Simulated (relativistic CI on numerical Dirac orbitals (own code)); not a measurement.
**What each ingredient does to the levels of Nb XIV**

Base calculation: Dirac-Coulomb-Breit CI, orbitals from a KLI potential per configuration, a model potential for QED, unscaled Slater integrals.

Configuration list (outside the closed core [Ne] 3s2): 3p6 3d10, 3p6 3d9 4s, 3p6 3d9 4p, 3p6 3d9 4d, 3p6 3d8 4s2, 3p6 3d8 4s 4p, 3p6 3d9 4f, 3p6 3d9 5s, 3p6 3d8 4p2, 3p6 3d9 5p, 3p5 3d10 4s, 3p6 3d8 4s 4d, 3p6 3d9 5d, 3p6 3d8 4p 4d, 3p5 3d10 4p, 3p6 3d9 5f. Levels of other configurations are missing.

Variants: (1) Breit term removed; (2) configuration mixing switched off. Shifts of the energy above 3p6 3d10 1S_0, in cm⁻¹, for the lowest level and the first level of each name with at least 55 % of one term (blank where a level changes its place among those of its configuration and J or its character, or is not in the variant):

```
           Level     Base  Δ(1)   Δ(2)
   3p6 3d10 1S_0        0     0      0
 3p6 3d9 4s 3D_3  1496309  -270  +1246
 3p6 3d9 4s 3D_2  1501194  -258  +1106
 3p6 3d9 4s 3D_1  1519504  +654  +1232
 3p6 3d9 4s 1D_2  1524455  +653   +955
3p6 3d9 4p 3P°_2  1717906  -741  +1954
3p6 3d9 4p 3F°_3  1726062  -704    +17
3p6 3d9 4p 3P°_1  1744095   +48  +1902
3p6 3d9 4p 3F°_2  1745117  +148    +25
3p6 3d9 4p 3F°_4  1749618  -212    -95
3p6 3d9 4p 1D°_2  1759774  -266   +315
3p6 3d9 4p 3P°_0  1761370  +599  +2188
3p6 3d9 4p 3D°_3  1763904  -269    +63
3p6 3d9 4p 1P°_1  1764320    +9  +1268
```

At this charge energies of transitions that change n are usually good to better than 1 %, and those within a shell (Δn = 0) to a few per cent.

Ionisation energy from the two ground configurations alone: base 482.101 eV. The NIST ASD value (semi-empirical) is 482.5 eV.

LS names give the leading component of a level, which can be under half, so a name can repeat, a term be missing and a line seem to break the LS rules.
